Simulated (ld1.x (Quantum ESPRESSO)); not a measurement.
**What one change does to a pseudopotential (indium (In), TM semilocal)**

* Element: In
* Generator: ld1.x (Quantum ESPRESSO) 7.5
* Type: norm-conserving Troullier–Martins (semilocal form)
* Functional: LDA (PZ)
* Relativity: scalar-relativistic
* Frozen core: [Kr] 4d10
* Valence charge: 3
* Reference configuration: 5s2 5p0 (charge +1)
* Partial waves: 5p (bound, empty): rc 1.90 bohr; 5s (bound): rc 1.80 bohr
* Local potential: the s channel
* Core correction: a·sin(br)/r model core, default radius (core density twice the valence density)

Change: all radii but the core radius scaled by about 0.86 (s 1.56, p 1.64 bohr).

Cutoffs: the cutoffs (Ry, on a coarse ladder) from which the occupation-weighted sum of valence levels, in a spherical-Bessel basis at the reference potential, stays within 10 and 1 mRy of its value at 400 Ry; they do not see the model core or the augmentation charge, which bear on the density cutoff. Errors are all-electron minus pseudo energies relative to the spin-unpolarised reference configuration.

**Question.** Predict the effect on cutoff, ghosts and configuration errors.

**Answer.** The potential gets harder (21 Ry and 50 Ry → 35 Ry and 140 Ry); of the 9 tests that both files solve, the error grows in 0 and shrinks in 7 by more than 15 % and 0.3 meV (median size 13.3 → 7.1 meV); neither file shows a bound ghost. A smaller radius makes the pseudo-wave follow the all-electron one further in, where it bends more sharply, so more plane waves are needed. Less of the atom is replaced, so other configurations are described better. A semilocal file is local in each channel, so a ghost entry of none says nothing of the separable form that plane-wave codes build from it.

| quantity | base | changed |
| --- | --- | --- |
| cutoff, loose | 21 Ry | 35 Ry |
| cutoff, tight | 50 Ry | 140 Ry |
| bound ghosts | none | none |
| error for 5s2 5p1, meV [ΔE -5.59 eV] | -11 | -6.4 |
| error for 5s1 5p0, meV [ΔE 19.66 eV] | -110 | -107 |
| error for 5s2 5p0.5, meV [ΔE -3.55 eV] | -3.8 | -2.8 |
| error for 5s0 5p3, meV [ΔE 6.57 eV] | -19 | -11 |
| error for 5s2 5p1.3, meV [ΔE -6.18 eV] | -13 | -7.1 |
| error for 5s1 5p1, meV [ΔE 6.70 eV] | -14 | -10 |
| error for 5s1 5p2, meV [ΔE 0.34 eV] | -1.3 | +0.9 |
| error for 5s2 5p1 (spin-polarised), meV [ΔE -5.71 eV] | -11 | -5.7 |
| error for 5s1 5p0 (spin-polarised), meV [ΔE 19.44 eV] | -111 | -106 |

Changed file: The cutoffs count occupied waves only; the empty 5p level needs 70 Ry at the loose tolerance.
